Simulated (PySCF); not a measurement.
Computed IR spectrum (relative IR intensity) of a molecule C2H6BBrO. Coordinates come from a PBE-D3(BJ)/def2-SVP optimisation. One conformer was computed; it need not be the lowest. Method: PySCF with PBE-D3(BJ)/def2-SVP. Frequencies are harmonic and unscaled.

Lines under 2 % of the strongest are left out, and lines within 2 cm⁻¹ are merged.

ν (cm⁻¹): 310 (w), 483 (vw), 500 (w), 615 (m), 714 (vw), 851 (m), 966 (w), 1117 (vs), 1207 (vw), 1234 (m), 1367 (vw), 1397 (s), 1425 (w), 1431 (w), 2944 (w), 2973 (w), 3009 (vw), 3058 (w), 3065 (w), 3710 (m) (against the strongest line: vs over 80 %, s over 45 %, m over 15 %, w over 4 %, vw less)

Which molecule gave these data?
A. CCOBBr
B. CCB(O)Br
C. COB(C)Br

B, CCB(O)Br
